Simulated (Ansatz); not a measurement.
Relaxation of CH6NSi2 (10 atoms, charge 1, multiplicity 1), to a largest force component of 0.02 eV/Å in at most 50 steps.

The calculation used RKS PBE0-D4/STO-3G (Ansatz).

```xyz
10
Properties=species:S:1:pos:R:3:forces:R:3
N 0.660 -1.158 -1.543 -0.77 0.21 2.84
Si 0.162 -0.929 0.390 0.38 1.50 -3.09
C -0.305 0.745 0.404 0.22 -2.65 2.72
Si -0.886 1.943 1.596 -1.51 4.76 -0.09
H 1.443 -0.540 -1.747 1.34 0.86 -0.52
H -0.122 -0.821 -2.103 -1.15 0.39 -1.12
H 0.902 -2.098 -1.856 0.37 -1.40 -0.50
H 0.469 -2.316 0.730 -0.21 -0.07 0.80
H -1.139 1.895 3.035 0.54 -2.27 0.90
H -0.382 1.548 -0.329 0.80 -1.33 -1.94
```

**Question.** Where does it end, and by what steps?

**Answer.** It converged. Limits of this set-up: minimal basis, the dipole of an ion depends on the origin. After 33 steps the energy has fallen by 3.028 eV; H9 moved furthest, 1.08 Å.

```tsv
step	energy less start (eV)	largest force component (eV/Å)	accepted
0	0.0000	4.760	yes
2	-2.3066	1.135	yes
4	-2.6941	0.487	yes
6	-2.8683	0.775	yes
8	-2.9731	0.290	yes
10	-2.9845	0.173	yes
12	-2.9901	0.082	yes
14	-2.9993	0.141	yes
16	-3.0079	0.215	yes
18	-2.9673	1.066	no
20	-3.0223	0.106	yes
22	-3.0247	0.067	yes
24	-3.0259	0.135	yes
26	-3.0265	0.123	no
28	-3.0272	0.021	yes
30	-3.0276	0.039	yes
32	-3.0277	0.024	yes
33	-3.0278	0.014	yes
```

```xyz
10
Properties=species:S:1:pos:R:3
N 0.626 -1.162 -1.457
Si 0.512 -0.503 0.339
C -0.114 1.107 0.367
Si -1.352 1.624 1.583
H 1.001 -0.439 -2.123
H -0.295 -1.476 -1.861
H 1.269 -1.991 -1.543
H -0.230 -1.583 0.964
H -0.790 0.911 2.757
H 0.177 1.779 -0.448
```

Time of the run: 74 s on 1 thread of Intel(R) Xeon(R) Platinum 8488C (Sapphire Rapids) (shared host), peak memory 0.14 GiB.
